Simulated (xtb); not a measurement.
CH7FO2Si2, SMILES O[Si](O)(F)C[SiH3]. All values are semi-empirical tight-binding results from xtb (GFN2-xTB unless named), good for trends rather than for accurate numbers. The structure is a stationary point at GFN2-xTB. This is a generated structure with no PubChem entry under its InChIKey; it may be hypothetical. Other conformers were not sampled.

```yaml
orbital_gap: 6.12 eV
dipole_moment: 1.85 D
zero_point_energy: 50.9 kcal/mol
G − E(el) at 298.15 K (modified RRHO): 29.1 kcal/mol
static polarisability (D4 model): 86.4 bohr³
solvation energy, GFN2-xTB/ALPB(water): -8.5 kcal/mol
solvation energy, GFN2-xTB/ALPB(methanol): -7.9 kcal/mol
```
